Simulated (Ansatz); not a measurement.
Geometry optimisation, DFT PBE-D3(BJ), scalar-relativistic, plane waves, PAW in Ansatz 0.2.0.

The input (input.yaml):

```yaml
crystal:
  lattice:
    - [6.46, 0.0, 0.0]
    - [3.23, 5.594524, 0.0]
    - [0.0, 0.0, 17.14539]
  atoms:
    - { symbol: Zr, position: [0.0, 0.0, 0.0583247] }
    - { symbol: Zr, position: [0.5, 0.0, 0.0583247] }
    - { symbol: Zr, position: [0.0, 0.5, 0.0583247] }
    - { symbol: Zr, position: [0.5, 0.5, 0.0583247] }
    - { symbol: Zr, position: [-0.1666667, 0.3333333, 0.2083764] }
    - { symbol: Zr, position: [0.3333333, 0.3333333, 0.2083764] }
    - { symbol: Zr, position: [-0.1666667, 0.8333333, 0.2083764] }
    - { symbol: Zr, position: [0.3333333, 0.8333333, 0.2083764] }
    - { symbol: Zr, position: [0.0, 0.0, 0.3584281] }
    - { symbol: Zr, position: [0.5, 0.0, 0.3584281] }
    - { symbol: Zr, position: [0.0, 0.5, 0.3584281] }
    - { symbol: Zr, position: [0.5, 0.5, 0.3584281] }
    - { symbol: "N", position: [0.3595309, 0.7865031, 0.4715781] }
    - { symbol: O, position: [0.3595309, 0.7865031, 0.5404012] }
basis:
  ecutwfc: 420.0
kpoints:
  mp_grid: { grid: [4, 4, 1] }
hamiltonian:
  xc: pbe
  dispersion: d3bj
scf:
  occupations: { method: gaussian, width: 0.1 }
  lower_state_search: "off"
relax:
  f_tol: 0.03
  max_steps: 60
  adjacent_minimum: "off"
  constraints: [{ sites: [0, 1, 2, 3] }]
output:
  write_density: true
  write_potential: true
  elf: true
  volumetric_format: npy
```

Command:

```bash
$ ansatz run input.yaml --threads 4 --pin off --max-ram 10240MiB --backend cpu --events-out ev --progress --plain --runs-dir out
```

Where does it end, and by what steps?

The run converged. Limits of this set-up: coarse k mesh, thin slab, slab without dipole correction, odd electron count without spin. After 21 steps the energy has fallen by 3.226 eV; O14 moved furthest, 2.76 Å. Joined: Zr9–O14 (3.72 → 2.23 Å), Zr10–O14 (3.70 → 2.23 Å), Zr11–O14 (4.76 → 2.28 Å).

| step | energy less start (eV) | largest force component (eV/Å) | accepted |
| --- | --- | --- | --- |
| 0 | 0.0000 | 3.480 | yes |
| 1 | -0.6236 | 2.542 | yes |
| 2 | -0.9563 | 1.138 | yes |
| 3 | -1.1928 | 0.711 | yes |
| 4 | -1.3662 | 0.666 | yes |
| 5 | -1.5742 | 0.657 | yes |
| 6 | -1.8399 | 0.918 | yes |
| 7 | -2.1501 | 1.050 | yes |
| 8 | -2.4509 | 0.985 | yes |
| 9 | -2.6989 | 0.696 | yes |
| 10 | -2.8574 | 0.665 | yes |
| 11 | -2.9868 | 0.324 | yes |
| 12 | -3.0910 | 0.272 | yes |
| 13 | -3.1583 | 0.212 | yes |
| 14 | -3.2005 | 0.327 | yes |
| 15 | -3.1903 | 0.481 | no |
| 16 | -3.2195 | 0.107 | yes |
| 17 | -3.2240 | 0.056 | yes |
| 18 | -3.2255 | 0.044 | yes |
| 19 | -3.2259 | 0.041 | yes |
| 20 | -3.2260 | 0.033 | yes |
| 21 | -3.2261 | 0.010 | yes |

```xyz
14
Lattice="6.4600 0.0000 0.0000 3.2300 5.5945 0.0000 0.0000 0.0000 17.1454" Properties=species:S:1:pos:R:3
Zr 0.000 0.000 1.000
Zr 3.230 0.000 1.000
Zr 1.615 2.797 1.000
Zr 4.845 2.797 1.000
Zr -0.047 1.847 3.462
Zr 3.277 1.847 3.462
Zr 1.615 4.558 3.419
Zr 4.845 4.731 3.375
Zr -0.067 -0.076 5.941
Zr 3.297 -0.076 5.941
Zr 1.615 2.594 6.013
Zr 4.844 2.944 6.053
N 4.845 4.764 7.146
O 4.845 6.249 7.215
```

Whether the end is a true minimum wasn't checked by a vibrational analysis.

Time of the run: 3.5 min on 4 threads of Intel(R) Xeon(R) Platinum 8488C (Sapphire Rapids), on a shared host, peak memory 1.8 GiB.
